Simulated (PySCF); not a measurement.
Level of theory: σ from GIAO-PBE0/pcSseg-1, coordinates at the GFN2-xTB level, in PySCF (non-relativistic, no solvent, fast rotation and ring inversion assumed for equivalent nuclei, a single conformation).

Referencing at the same level of theory: TMS for 1H, 13C. Shifts are as computed. Against solution values, carbons near 30 ppm lie about +3 ppm off and those near 130 ppm about +5 ppm. Of 1211 compounds with measured shifts, 218 miss one by over three times the rms of a fit or turn the order of signals round; such compounds aren't used in these exercises.

(1) Order these molecules by the shift of their most deshielded carbon-bound hydrogen, lowest δ first.
A. C[SiH2]P
B. O=Cc1ccccc1O[SiH3]
C. C#CC#CC
D. C=C(/C=C\C)C(C)=O
E. Cc1cccc(C(=O)F)c1
F. C=C(C=O)[SiH2]c1ccco1

(2) Order these molecules by the shift of their most deshielded carbon, lowest δ first.
A. C#CC#CC
B. C[SiH2]P
C. Cc1cccc(C(=O)F)c1
D. C=C(C=O)[SiH2]c1ccco1
E. O=Cc1ccccc1O[SiH3]

(3) How many 13C and 1H signals does each give (equivalence by symmetry and fast rotation, but not about amide C–N or C=N bonds)? `C[SiH2]P`, `C#CC#CC`, `C=C(/C=C\C)C(C)=O`, `O=Cc1ccccc1O[SiH3]`, `C=C(C=O)[SiH2]c1ccco1`, `Cc1cccc(C(=O)F)c1`

## Answers

(1) A (0.28 ppm, hydrogen on a methyl carbon bonded to Si), C (2.13 ppm, hydrogen on a propargylic methyl carbon), D (6.55 ppm, hydrogen on an alkene CH), E (8.41 ppm, hydrogen on an aromatic CH), F (9.91 ppm, hydrogen on an aldehyde carbonyl carbon), B (10.83 ppm, hydrogen on an aldehyde carbonyl carbon).

(2) B (-5.9 ppm, methyl carbon bonded to Si), A (78.1 ppm, alkyne carbon), C (166.1 ppm, carbonyl carbon), E (192.8 ppm, aldehyde carbonyl carbon), D (202.6 ppm, aldehyde carbonyl carbon).

(3) C[SiH2]P: 1 C, 3 H; C#CC#CC: 5 C, 2 H; C=C(/C=C\C)C(C)=O: 7 C, 6 H; O=Cc1ccccc1O[SiH3]: 7 C, 6 H; C=C(C=O)[SiH2]c1ccco1: 7 C, 7 H; Cc1cccc(C(=O)F)c1: 8 C, 5 H.
